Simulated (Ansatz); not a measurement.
Consider the isomerisation: `F[SiH2]C1C=NC1` → `C=N/C([SiH3])=C\F`.

Computed with Ansatz on PBE0-D4/def2-TZVP structures; ΔE is electronic, products minus reactants. CCSD(T)/CBS adds triple-zeta CCSD(T) − MP2 to the extrapolated MP2 energy (def2 sets, frozen cores). DFT in def2-TZVPP. Each species was taken in one conformer, which may not be the lowest.

| species | PBE energy (Eh) |
| --- | --- |
| `F[SiH2]C1C=NC1` | -561.67356 |
| `C=N/C([SiH3])=C\F` | -561.60659 |

Question: Work out ΔE.

Answer: ΔE = (-561.60659) − (-561.67356) = 0.06697 Eh = +1.82 eV. CCSD(T)/CBS gives +2.09 eV.

Largest T1 diagnostic among the species: 0.014.

In def2-TZVPP, CCSD(T) changes the Hartree–Fock value by +0.11 eV (the triples alone add −0.03 eV) and MP2 by +0.28 eV. From PBE to PBE0 (25 % exact exchange), in def2-TZVPP and without D4, ΔE moves by +0.18 eV.
